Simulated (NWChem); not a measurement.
# C3H5NO; SMILES N#CCCO

```xyz
10

N      0.3043     2.5767     0.0164
C     -0.1315     1.5012    -0.0098
C     -0.6376     0.1276    -0.0373
C      0.4995    -0.9193     0.0083
O     -0.0141    -2.2341    -0.0750
H     -1.3128    -0.0161     0.8165
H     -1.2292    -0.0275    -0.9467
H      1.1507    -0.7882    -0.8599
H      1.1107    -0.7675     0.9093
H     -0.4268    -2.4561     0.7740
```
Atoms are numbered in this order, from 1.

All runs: NWChem. Pople sets run with spherical d functions. Coordinates come from a B3LYP/6-31G* (spherical d) optimisation. Level: B3LYP/6-31G* with SMD (1 M gas to 1 M solution), gas-phase geometry.

Problem. Estimate the computed values for solvent toluene. Quantities: solvation free energy (kcal/mol); cavity-dispersion-structure term (kcal/mol); dipole in solution (D).

Solution. The solvation free energy (kcal/mol) comes out as -5.7 and the cavity-dispersion-structure term (kcal/mol) is -0.6. The dipole in solution (D) is 3.95.
